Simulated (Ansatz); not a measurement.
Si(Cl)(H)2(NHMe) (CH6ClNSi), SMILES CN[SiH2]Cl.

Coordinates come from a B3LYP-D3(BJ)/def2-SVP optimisation. The values are those of a single conformer.

Two levels are set side by side: PBE/def2-SVPD (Ansatz, a first-principles code) and PBE0/def2-SVPD (Ansatz). Energy differences of separate SCF runs at the same geometry; the states with an electron removed or added have multiplicity 2 and 2. Differences are taken from unrounded values.

```json
[
 {"quantity": "vertical ionisation energy (eV)", "PBE0": "9.44", "PBE": "9.28", "PBE minus PBE0": "-0.17"},
 {"quantity": "vertical singlet–triplet gap (eV)", "PBE0": "5.93", "PBE": "5.67", "PBE minus PBE0": "-0.27"}
]
```
